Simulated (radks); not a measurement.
Species: As14+. Configuration: [Ne] 3s1 3p6 3d(3/2: 2, 5/2: 0) (not the ground configuration).

Method: Dirac Kohn-Sham, PBE, spin-unpolarised, spherical densities, finite nucleus; Fermi nuclear charge, rms radius 4.0968 fm; computed with a radial shooting solver on a logarithmic mesh with Libxc functionals.

Energy parts (hartree):
total: -2163.24861
kinetic: 2214.70974
electron-nucleus: -4896.31837
Hartree: 587.09662
exchange-correlation: -68.73659

Orbitals (lengths in bohr, moments of r in powers of bohr):
| orbital | occ. | eigenvalue (hartree) | <r> |
|---|---|---|---|
| 1s1/2 | 2 | -447.4795 | 0.04550 |
| 2s1/2 | 2 | -71.54271 | 0.2016 |
| 2p1/2 | 2 | -65.77215 | 0.1739 |
| 2p3/2 | 4 | -64.42146 | 0.1775 |
| 3s1/2 | 1 | -21.42633 | 0.5388 |
| 3p1/2 | 2 | -19.46765 | 0.5307 |
| 3p3/2 | 4 | -19.21632 | 0.5374 |
| 3d3/2 | 2 | -16.04523 | 0.4986 |
| 3d5/2 | 0 | -15.99799 | 0.5005 |

The highest occupied level is 3d3/2 at -436.61 eV. Summed over all electrons, <r^2> = 3.228 bohr^2, which gives a Langevin (diamagnetic) susceptibility term of -2.56 x 10^-6 cm^3/mol. The electron density at the nucleus is 3.536e+04 e/bohr^3.
